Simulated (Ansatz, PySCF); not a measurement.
Reaction (SMILES): NB(F)F + H+ → [NH3+]B(F)F
Structures are relaxed separately at B3LYP-D3(BJ)/def2-TZVP in Ansatz (a first-principles code), one conformer each, not searched for the lowest. Frequencies are from Ansatz or PySCF.
Geometry of the first species:
```
B
F 1 1.3346
F 1 1.3346 2 117.54
N 1 1.3941 2 121.23 3 -180.00
H 4 1.0045 1 122.46 2 0.00
H 4 1.0045 5 115.08 1 180.00
```
Charge 0, spin multiplicity 1.

Wanted: proton affinity (enthalpy at 298 K, with B3LYP-D3(BJ) rigid-rotor harmonic-oscillator terms), positive where the reaction releases energy, in kJ/mol. Valence correlation only, unless marked. Spin-orbit coupling is left out. No relativistic terms. CBS marks a two-point X^-3 extrapolation of the correlation energy; Hartree-Fock from the larger set. The bracket is a focal-point correction in the basis named.

```
level                                                     program  proton affinity (kJ/mol)  minus last row
-------------------------------------------------  --------------  ------------------------  --------------
PBE0/def2-TZVP                                             Ansatz                     754.1             2.5
BHLYP-D4/def2-TZVPD                                Ansatz + dftd4                     747.5            -4.1
r2SCAN0/def2-TZVPD                                         Ansatz                     751.0            -0.6
LC-wPBE/def2-TZVPD                                         Ansatz                     752.1             0.5
RI-MP2/cc-pVQZ                                             Ansatz                     749.6            -2.0
CCSD/cc-pwCVTZ                                             Ansatz                     764.4            12.8
RI-MP2/CBS(cc-pVTZ,cc-pVQZ)+[CCSD(T)-MP2]/cc-pVTZ          Ansatz                     751.6             0.0
```
